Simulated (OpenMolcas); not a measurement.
A calculation on neutral manganese.

```json
{
 "Program": "OpenMolcas 26.06",
 "Method": "SS-RASPT2, IPEA 0.25 Eh, imaginary shift 0.1 Eh (closed shells correlated: 3s 3p)",
 "Basis": "ANO-RCC-VTZP [6s5p3d2f1g]",
 "Scalar Hamiltonian": "DKH2, point nucleus",
 "Active space": "7 electrons in 9 orbitals (RAS2 3d 4s; RAS3 4p, at most 2 electrons)",
 "State averaging": "2S+1 = 6 even, 6 roots; 2S+1 = 4 even, 33 roots kept (CI in the orbitals of an earlier block); 2S+1 = 2 even, 13 roots kept (CI in the orbitals of an earlier block, 0 in the spin-orbit step); 2S+1 = 6 odd, 39 roots; 2S+1 = 8 odd, 3 roots kept (CI in the orbitals of an earlier block); 2S+1 = 4 odd, 3 roots kept (CI in the orbitals of an earlier block)",
 "Spin-orbit coupling": "RASSI with atomic mean-field integrals over the reference wave functions, term energies averaged over their components"
}
```

(1) Which level of the active space comes out lowest?

(2) How high does 3d⁵ 4s² ⁴G_5/2 lie?

(3) How high does 3d⁶ 4s ⁶D_5/2 lie?

(4) How high does 3d⁵ 4s 4p ⁸P°_5/2 lie?

Measured values: NIST Handbook of Basic Atomic Spectroscopic Data.

Answers

(1) 3d⁵ 4s² ⁶S_5/2, with 100 % of that term; it is also the measured ground level.

(2) 29280 cm⁻¹ above the lowest level.

(3) 28840 cm⁻¹ above the lowest level; measured 17452 cm⁻¹ above the ground level, so the calculation is off by +65 %.

(4) 29530 cm⁻¹ above the lowest level; measured 18402 cm⁻¹ above the ground level, so the calculation is off by +60 %.

Term energies are means over components that CASPT2 splits; among the terms shown or strongly mixed into the levels shown the widest spread is 320 cm-1 (3d⁵ 4s² ⁴G). Over all roots computed the reference weight is 0.83 to 0.92; the roots of lowest weight are the least certain, and an intruder state may touch them. Some high roots are left out of the spin-orbit mixing, which shifts the levels that they would mix with. Terms from blocks run as CI alone lack orbitals of their own. A single d shell beside an s shell can misplace configurations of different d count against each other. Measured partners are found by configuration, term and J. A level has none where our copy of the source lacks it or the pairing is in doubt (some pairs that miss far off the trend of their configuration count as doubtful), and it then counts in no deviation. Levels of configurations outside the active space are missing.

° marks odd parity.
